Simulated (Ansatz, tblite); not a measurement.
Series SnX4: gap (eV) at several levels, gas phase, relaxed structures; Ansatz, xTB through tblite. Core potentials for I, Sn in the def2 sets, no spin–orbit coupling. The structures are stationary points that may keep the symmetry of their start.

```csv
species,state,geometry,GFN1-xTB,GFN2-xTB,PBE-D4/def2-SVP,PBE-D4/def2-TZVP,PBE0-D4/def2-SVP,PBE0-D4/def2-TZVP
SnCl4,singlet,B3LYP-D4/def2-SVP,3.04,2.48,3.69,3.76,6.00,6.06
SnI4,singlet,PBE0-D4/def2-SVP,2.40,1.57,2.29,2.37,4.08,4.16
SnF4,singlet,r2SCAN-D4/def2-SVP,3.29,4.11,5.05,5.24,8.22,8.38
Sn(SiH3)4 (Si4SnH12),singlet,B3LYP-D4/def2-SVP,4.23,3.44,5.42,5.20,7.30,7.02
Sn(CF3)4 (SnC4F12),singlet,r2SCAN-D4/def2-SVP,4.84,3.93,5.84,5.76,8.31,8.21
Sn(OEt)4 (C8H20O4Sn),singlet,PBE-D4/def2-SVP,2.78,2.90,3.41,3.41,6.02,5.97
```

Task: Estimate the rows for SnH4 (singlet, PBE-D4/def2-TZVP geometry); Sn(OH)4 (SnO4H4) (singlet, r2SCAN-D4/def2-SVP geometry).

Result: 
| species | state | geometry | GFN1-xTB | GFN2-xTB | PBE-D4/def2-SVP | PBE-D4/def2-TZVP | PBE0-D4/def2-SVP | PBE0-D4/def2-TZVP |
| --- | --- | --- | --- | --- | --- | --- | --- | --- |
| SnH4 | singlet | PBE-D4/def2-TZVP | 8.77 | 7.42 | 7.87 | 7.52 | 10.09 | 9.72 |
| Sn(OH)4 (SnO4H4) | singlet | r2SCAN-D4/def2-SVP | 4.26 | 4.32 | 4.41 | 4.49 | 7.22 | 7.23 |

Over the 8 species that have every level, the mean is 4.20 at GFN1-xTB, 3.77 at GFN2-xTB, 4.75 at PBE-D4/def2-SVP, 4.72 at PBE-D4/def2-TZVP, 7.15 at PBE0-D4/def2-SVP, 7.09 at PBE0-D4/def2-TZVP. Orbital gaps grow with the share of exact exchange and aren't one observable across functionals.
